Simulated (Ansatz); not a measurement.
Z-matrix (Å, degrees):
```
Ge
C 1 1.901
C 1 1.901 2 40.8
N 1 1.840 2 118.4 3 -101.6
H 1 1.535 2 120.6 3 102.7
H 2 1.084 1 154.0 3 177.9
H 3 1.084 1 154.0 2 -178.1
H 4 1.012 1 113.1 2 -95.7
H 4 1.012 1 113.1 2 141.3
```

Total charge 0; spin multiplicity 1.

(1) List the ωB97M-V/def2-TZVPP orbital energies in eV (Ansatz 0.2.0). (Estimate.)

## Answers

(1) Computed: Occupied: -10866.41, -1362.20, -1209.96, -1209.91, -1209.91, -394.15, -281.66, -281.63, -174.06, -123.34, -123.29, -123.27, -36.16, -36.14, -36.11, -36.09, -36.05, -26.21, -24.61, -17.73, -17.47, -15.79, -15.29, -13.43, -11.62, -10.37, -9.76, -8.98. Lowest empty: 2.11, 2.18, 2.48, 3.17, 4.13, 4.35, 4.78, 4.81.
